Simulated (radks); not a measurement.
Task: Valence configurations of Pt IV (all share [Xe]). Method: scalar-relativistic Kohn-Sham, r2SCAN, spin-polarised, spherical densities, finite nucleus; open shells are filled with parallel spins first (spin-orbit coupling, left out, can overturn this in heavy ions); meta-GGA in the generalised Kohn-Sham scheme; Fermi nuclear charge, rms radius 5.427 fm; computed with a radial shooting solver on a logarithmic mesh with Libxc functionals. Order these by energy: 4f14 5d6 6p1; 4f14 5d6.5 6s0.5; 4f12 5d9; 4f14 5d7; 4f13 5d8; 4f12 5d7 6s1 6p1; 4f14 5d6 6s1; 4f13.5 5d7 6p0.5; 4f12 5d8 6p1; 4f14 5d5 6p2.

Result: From the lowest, in eV above it: 4f14 5d7 0.000; 4f14 5d6.5 6s0.5 2.295; 4f14 5d6 6s1 4.341; 4f14 5d6 6p1 14.774; 4f14 5d5 6p2 29.897; 4f13.5 5d7 6p0.5 43.414; 4f13 5d8 73.148; 4f12 5d9 155.07; 4f12 5d8 6p1 174.36; 4f12 5d7 6s1 6p1 183.33. NIST lists [Xe] 4f14 5d7 as the ground configuration; this level of theory agrees among the configurations tried. The energies are those of spherical high-spin densities, not of single terms.
